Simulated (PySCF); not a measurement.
# N²⁺: ionisation energy

N²⁺ [He] 2s2 2p1 (2P) → N³⁺ [He] 2s2 (1S), as a difference of total energies. All numbers are calculated (PySCF 2.14, no relativity, point nucleus, in def2-TZVP (5s3p2d1f, 31 functions)). Correlated levels: valence: 1s2 frozen. The calculations carry no spin-orbit coupling.

```
           method  ionisation energy (eV)  difference from reference (eV)
              UHF                  47.297                          -0.148
              LDA                  47.860                          +0.415
             TPSS                  48.222                          +0.777
    MP2 (valence)                  47.465                          +0.020
SCS-MP2 (valence)                  47.417                          -0.028
   CCSD (valence)                  47.212                          -0.233
CCSD(T) (valence)                  47.240                          -0.205
```

Reference: 47.445 eV (semi-empirical (NIST evaluation); NIST Atomic Spectra Database, ionization energies).

Errors of the correlated levels include the incompleteness of this basis and the frozen core.

The coupled-cluster amplitudes are large for N³⁺ (T1 above 0.03 or a double amplitude above 0.15), so a single reference is strained.
